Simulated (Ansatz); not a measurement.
`CC(=N)CF` + `[AlH3]` → `C[C](=N)[AlH2]` + fluoromethane at 298.15 K and 1 bar (formal exchange of groups at a C–C bond).

Computed with Ansatz on PBE0-D4/def2-TZVP structures; ΔE is electronic, products minus reactants. CBS: MP2 limit from def2 TZ/QZ plus the TZ coupled-cluster correction, frozen cores. This one scheme is used for every species. One conformer a species, not always the lowest.

| species | CCSD(T)/CBS energy (Eh) | H − E (kJ/mol) | S (J/(mol·K)) |
| --- | --- | --- | --- |
| `CC(=N)CF` | -272.24145 | 254.2 | 315.0 |
| `[AlH3]` | -243.78045 | 58.9 | 207.5 |
| `C[C](=N)[AlH2]` | -376.38780 | 207.2 | 322.3 |
| `CF` | -139.63461 | 113.4 | 222.6 |

H − E and S are ideal-gas, rigid-rotor, harmonic terms from PBE0-D4/def2-TZVP, for one conformer and one mirror image of each species. 1 Eh = 2625.50 kJ/mol, R = 8.31446 J/(mol·K).

By hand: ΔE, ΔH, ΔS and ΔG.

ΔE = (-376.38780) + (-139.63461) − (-272.24145) − (-243.78045) = -0.00051 Eh = -1.3 kJ/mol. Δ(H − E) = 207.2 + 113.4 − 254.2 − 58.9 = 7.5, so ΔH = 6.2 kJ/mol. ΔS = 322.3 + 222.6 − 315.0 − 207.5 = 22.4 J/(mol·K). ΔG = 6.2 − 298.15 × (22.4)/1000 = -0.5 kJ/mol.

By hand: the equilibrium constant, and the temperature at which ΔG would vanish if ΔH and ΔS stayed fixed.

log₁₀ K = −ΔG/(RT ln 10) = 0.1. ΔG = 0 at ΔH/ΔS = 277 K, though so small a ΔH makes that figure unsure.

TΔS isn't small against ΔH here. The sign of ΔG lies within the doubt. A doubt of 5 kJ/mol in ΔE shifts log₁₀ K by 0.9 here. Other conformers and mirror images would add mixing entropy, several J/(mol·K) or more a flexible species. These are equilibria of isolated gas molecules and say nothing of rates. Largest T1 diagnostic: 0.012 (customary marks: 0.02 for closed shells, 0.045 for open ones).
